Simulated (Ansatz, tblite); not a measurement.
Forces on Pb2O at its PBE0-D4/def2-TZVP geometry. Total charge 0; singlet.

In the def2 sets Pb takes a core potential; there is no spin–orbit coupling. The xTB rows come from tblite. The restricted singlet is unstable towards broken spin symmetry in Hartree–Fock (as tested in another run); at PBE-D4/def2-TZVP this wasn't settled. At PBE-D4/def2-TZVP an occupied level of the charge 0 singlet lies above an empty one (by up to 0.39 eV), so this SCF solution is probably not the lowest. The geometry of the singlet was relaxed on an unsound state (restricted singlet whose occupied levels cross empty ones at other levels, untested at these). Another isomer (singlet) lies 2.19 eV lower at PBE0-D4/def2-TZVP; other spin states weren't run for this one.

GFN1-xTB (tblite), largest force 0.34 eV/Å:

```xyz
3
positions Å, forces eV/Å
Pb    0.688    2.234   -0.999   -0.038   -0.123    0.055
Pb   -0.087   -0.283    0.127    0.092    0.300   -0.134
O    -0.601   -1.950    0.872   -0.055   -0.177    0.079
```

GFN2-xTB (tblite), largest force 1.07 eV/Å:

```
Pb -0.270 -0.877 0.392
Pb 0.290 0.942 -0.421
O -0.020 -0.065 0.029
```

PBE-D4/def2-TZVP (Ansatz), largest force 1.11 eV/Å:

```
Pb 0.029 0.093 -0.042
Pb 0.271 0.879 -0.393
O -0.300 -0.973 0.435
```
